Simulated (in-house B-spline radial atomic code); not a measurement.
Ionising Os V (Os4+) with different functionals

Computed with a B-spline radial code for spherical atoms: scalar-relativistic (spin-free X2C) Hamiltonian, Fermi nucleus of rms radius 5.4126 fm, spin-polarised at highest spin, spherical fractional occupations for the functionals, the average over the highest-spin determinants for Hartree-Fock. The ionisation energy is the difference of two self-consistent energies, [Xe] 4f14 5d4 → [Xe] 4f14 5d3, without Breit or QED terms; ε is the level of the shell that loses the electron (its least bound occupied spin orbital). There is no spin-orbit coupling in this Hamiltonian.

Hybrids are left out here: with spherical fractional occupations of an open shell their exact exchange keeps a self-interaction that integer-occupation calculations don't have.

```csv
method,rung,ΔSCF (eV),-ε(5d) (eV)
Hartree-Fock,Hartree-Fock,55.52,56.22
LDA VWN5,LDA,56.55,49.64
LDA PW92,LDA,56.54,49.63
LDA exchange-only,LDA,?,?
PBE,GGA,56.39,49.50
PBEsol,GGA,56.41,49.51
BLYP,GGA,56.10,49.18
RPBE,GGA,56.34,49.45
PW91,GGA,56.46,49.56
BP86,GGA,?,?
AM05,GGA,56.39,49.49
OLYP,GGA,56.53,49.60
TPSS,meta-GGA,56.35,49.46
SCAN,meta-GGA,56.62,49.77
r2SCAN,meta-GGA,56.67,49.83
revTPSS,meta-GGA,56.35,49.47
```

What does LDA exchange-only give?

ΔSCF 55.25 eV, and -ε(5d) = 48.40 eV.

What does BP86 give?

ΔSCF 56.43 eV, and -ε(5d) = 49.53 eV.

How do they compare with the NIST value?

NIST lists 55 eV ± 1.9 (tabulated theory, ground level to ground level). Errors run from +0.25 to +1.67 eV; all lie within about twice that uncertainty, so the table can't rank the methods. Hartree-Fock also lacks correlation.
